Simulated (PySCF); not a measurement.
# The second ionisation energy along the third row

All values are computed (PySCF 2.14, energy differences of UHF-based or UKS calculations, no spin-orbit coupling). Values in eV. The last column holds reference values (NIST; (s) semi-empirical, (t) theoretical, else measured). Unmarked ones compare directly (S terms, centres of terms, or small fine structure); those marked * lie between the lowest fine-structure levels and include a spin-orbit shift.

| element | configurations | MP2 (valence) | CCSD (valence) | CCSD(T) (valence) | PBE | r2SCAN | MP2 (valence and next inner shell) | reference |
| --- | --- | --- | --- | --- | --- | --- | --- | --- |
| Mg (dyall-acv3z, spin-free X2C) | [Ne] 3s1 → [Ne] | n/a | n/a | n/a | 15.360 | 15.043 | 15.006 | 15.035 |
| Si (dyall-acv3z, spin-free X2C) | [Ne] 3s2 3p1 → [Ne] 3s2 | 16.105 | 16.217 | 16.248 | 16.399 | 16.522 | 16.123 | 16.322 |
| P (dyall-acv3z, spin-free X2C) | [Ne] 3s2 3p2 → [Ne] 3s2 3p1 | 19.615 | 19.651 | 19.688 | 19.771 | 19.942 | 19.647 | 19.769 (s) * |
| S (dyall-acv3z, spin-free X2C) | [Ne] 3s2 3p3 → [Ne] 3s2 3p2 | 23.340 | 23.271 | 23.312 | 23.302 | 23.520 | 23.378 | 23.338 * |
| Cl (dyall-acv3z, spin-free X2C) | [Ne] 3s2 3p4 → [Ne] 3s2 3p3 | 23.385 | 23.497 | 23.530 | 23.830 | 23.794 | 23.421 | 23.771 |
| Ar (dyall-acv3z, spin-free X2C) | [Ne] 3s2 3p5 → [Ne] 3s2 3p4 | 27.376 | 27.339 | 27.379 | 27.578 | 27.653 | 27.418 | 27.630 * |

**Question.** Fill in the row of Al (dyall-acv3z, spin-free X2C) ([Ne] 3s2 → [Ne] 3s1).

**Answer.** MP2 (valence) 18.335; CCSD (valence) 18.642; CCSD(T) (valence) 18.642; PBE 18.790; r2SCAN 18.413; MP2 (valence and next inner shell) 18.564; reference 18.829 (eV).

"Valence" correlates the outer s and p shells and, in groups 3 to 12 and the f block, the outer d or f shell, open or full, or the next shell where the ion has no valence electron left; the wider scheme adds the next inner shell.
